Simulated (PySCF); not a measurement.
Z-matrix (Å, degrees):
```
Zr
H 1 1.8398
H 1 1.8398 2 109.59
Cl 1 2.3287 2 107.75 3 -116.98
Cl 1 2.3287 2 107.75 3 116.98
```
Charge 0, multiplicity 1.

Question: Give the total energy, HOMO, dipole moment, LUMO and charge on the central atom (Mulliken) at the level TPSSh-D3(BJ)/def2-TZVP // r2SCAN-D4/def2-SVP run with PySCF.

Answer: 
* **total energy**: -968.8366 Ha
* **HOMO**: -8.26 eV
* **dipole moment**: 0.29 D
* **LUMO**: -3.20 eV
* **charge on the central atom (Mulliken)**: 1.04 e
